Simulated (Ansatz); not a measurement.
C$_{2}$H$_{3}$BOS (`BC(=O)C=S`). Total charge 0; spin multiplicity 1.

```xyz
8

B     1.110   -0.682   -0.603
C     0.004    0.200   -0.010
O     1.000    0.937   -0.043
C    -1.325    0.493    0.486
S    -1.582    0.767    2.049
H     1.722   -1.369    0.155
H     1.203   -0.742   -1.790
H    -2.132    0.396   -0.244
```

Task: What are the harmonic wavenumbers in cm⁻¹ at PBE0-D4/def2-TZVP (Ansatz, finite differences of forces, unscaled)? (Estimate.)

Result: The calculation gave: 70, 158, 227, 380, 461, 725, 800, 854, 874, 963, 1096, 1158, 1179, 1343, 1677, 2595, 2700, 3103.

Task: Is this a minimum?

Result: Yes, all 18 modes are real.

Task: Give the ideal-gas thermochemistry at 298.15 K and 1 bar (rigid rotor, harmonic oscillator; point group C1, symmetry number 1).

Result: Zero-point energy 121.8 kJ/mol; H(298) − E = 139.5 kJ/mol; entropy 321.2 J/(mol·K), of which translation 164.4, rotation 108.6, vibration 48.3; G(298) − E = 43.7 kJ/mol. Modes under 100 cm⁻¹ are hindered rotations or soft bends, so the harmonic entropy is rough.

Task: Rotational constants (cm⁻¹)?

Result: 0.4833, 0.07424, 0.07141.
